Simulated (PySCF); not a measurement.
Match the calculated data to a structure.

All candidates are C7H10N2.

- 13C NMR: chemical shifts (computed TMS as zero) by class: 149.3 (1 C), 142.9 (1 C), 130.1 (1 C), 107.1 (1 C), 102.3 (1 C), 38.4 (1 C), 16.2 (1 C) ppm [GIAO KT2/pcSseg-1]
- UV, strongest line: among the 10 lowest singlet transitions: S3 at 5.41 eV (229 nm, f = 0.162) [TDDFT PBE0/def2-SVPD]
- UV, first state: lowest singlet excitation: 4.52 eV (274 nm, f = 0.047) [TDDFT PBE0/def2-SVPD]
- Triplet: lowest triplet excitation (Tamm–Dancoff): 3.55 eV [TDA PBE0/def2-SVPD]
- Rotational structure: rotational constants A, B, C: 3.935, 1.074, 0.913 GHz [PBE0-D3(BJ)/def2-SVP]
- Polarisability: 100.2 au [PBE0/def2-SVPD]
- Valence photoelectron: vertical ionisation energy: 7.65 eV [ΔSCF PBE0/def2-SVPD]
- 1H NMR: chemical shifts (computed TMS as zero) by class: 7.86 (1 H), 6.97 (1 H), 6.06 (1 H), 5.86 (1 H), 3.56 (1 H), 3.55 (2 H), 1.11 (3 H) ppm [GIAO KT2/pcSseg-1]
- NMR, other nuclei: isotropic shieldings of nuclei other than C and H, by class: -10 (1 N), 155 (1 N) ppm [GIAO KT2/pcSseg-1]
- Dipole: 1.87 D [PBE0/def2-SVPD]

The electronic properties come from PySCF, for the isolated species, density fitting. Levels stand in brackets. Geometry: PBE0-D3(BJ)/def2-SVP, one conformer, isolated molecule. NMR values are class means; diastereotopic atoms form classes of their own.

Question: Which candidate is it?
A. `CCNc1ccccn1`
B. `CC(C)(C)C(C#N)C#N`
C. `Cc1ccnn1C1CC1`

Answer: A. It is `CCNc1ccccn1`. Numbering: `[CH3:1][CH2:2][NH:3][c:4]1[cH:5][cH:6][cH:7][cH:8][n:9]1`. Its formula, C7H10N2, gives 4 degrees of unsaturation: 1 ring and 3 π bonds in the structure found (Kekulé form). 7 carbons fall into 7 classes; from least to most shielded: aromatic carbon bearing nitrogen [C4] (149.3 ppm), aromatic CH next to a ring nitrogen [C8] (142.9 ppm), aromatic CH carbon [C6] (130.1 ppm), aromatic CH carbon [C7] (107.1 ppm), aromatic CH carbon [C5] (102.3 ppm), chain sp3 carbon bound to nitrogen [C2] (38.4 ppm), methyl carbon [C1] (16.2 ppm). Hydrogen classes from least to most shielded: 1 H on an aromatic CH next to a ring nitrogen, C8 (7.86 ppm), 1 H on an aromatic CH carbon, C6 (6.97 ppm), 1 H on an aromatic CH carbon, C7 (6.06 ppm), 1 H on an aromatic CH carbon, C5 (5.86 ppm), 1 H on an aniline-type nitrogen, N3 (3.56 ppm), 2 H on an sp3 carbon bound to nitrogen, C2 (3.55 ppm, a mean of values up to 1.6 ppm apart in this geometry), 3 H on a methyl carbon, C1 (1.11 ppm, a mean of values up to 1.2 ppm apart in this geometry). The other shieldings belong to: -10 ppm, pyridine-type nitrogen [N9]; 155 ppm, aniline-type nitrogen [N3]. S1 is mainly HOMO→LUMO (weight 0.95); the largest Löwdin shares of the orbital it empties are 0.29 on the aniline-type nitrogen, 0.17 on an aromatic CH carbon, 0.13 on an aromatic CH carbon and 0.08 on the aromatic CH next to a ring nitrogen, of the orbital it fills 0.23 on an aromatic CH carbon, 0.18 on an aromatic CH carbon, 0.18 on the aromatic CH next to a ring nitrogen and 0.17 on the pyridine-type nitrogen. The optimised geometry has point group C1 and is an asymmetric top.

The others, at the same levels:
- `CC(C)(C)C(C#N)C#N` fails: its computed lowest singlet excitation is 7.36 eV (168 nm, f = 0.005) (against 4.52 eV), vertical ionisation energy is 11.40 eV (against 7.65 eV) and lowest triplet excitation (Tamm–Dancoff) is 6.15 eV (against 3.55 eV).
- `Cc1ccnn1C1CC1` fails: its computed lowest singlet excitation is 6.25 eV (198 nm, f = 0.158) (against 4.52 eV), vertical ionisation energy is 8.49 eV (against 7.65 eV) and lowest triplet excitation (Tamm–Dancoff) is 4.55 eV (against 3.55 eV).

Each candidate is one conformer, not necessarily the lowest. The conformers computed, where there is a choice (atom-mapped SMILES and torsion angles):
- `[CH3:1][CH2:2][NH:3][c:4]1[cH:5][cH:6][cH:7][cH:8][n:9]1`: C1–C2–N3–C4 -78°, C2–N3–C4–C5 173°
- `[CH3:1][C:2]([CH3:3])([CH3:4])[CH:5]([C:6]#[N:7])[C:8]#[N:9]`: C1–C2–C5–C6 62°
- `[CH3:1][c:2]1[cH:3][cH:4][n:5][n:6]1[CH:7]1[CH2:8][CH2:9]1`: N5–N6–C7–C8 52°
